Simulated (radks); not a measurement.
Values are calculated unless marked as measured or tabulated.
Initial-state core-level shifts of the cerium ion Ce2+ when its valence configuration changes from [Xe] 4f2. Code: a radial shooting solver on a logarithmic mesh with Libxc functionals. Model: Dirac Kohn-Sham, PBEsol, spin-unpolarised, spherical densities, point nucleus; open shells are shared between the two j in proportion to 2j + 1. Shifts are changes of the shell-averaged eigenvalues in eV (positive: less bound).

valence	2s	2p	4d	5p
4f1 5d1	-6.883	-6.780	-6.809	-2.708
4f1 6p1	-10.674	-10.563	-10.501	-5.957
5d1 6p1	-19.125	-18.879	-18.573	-8.900
5d1 6s1	-18.096	-17.853	-17.548	-7.944
4f0.5 6p1.5	-16.754	-16.574	-16.356	-9.046
4f0.5 5d0.5 6p1	-14.763	-14.588	-14.440	-7.425
4f1.5 6s0.5	-4.517	-4.467	-4.474	-2.418
4f1 6s1	-9.620	-9.511	-9.453	-4.982
4f1.5 6p0.5	-5.048	-4.998	-5.004	-2.920
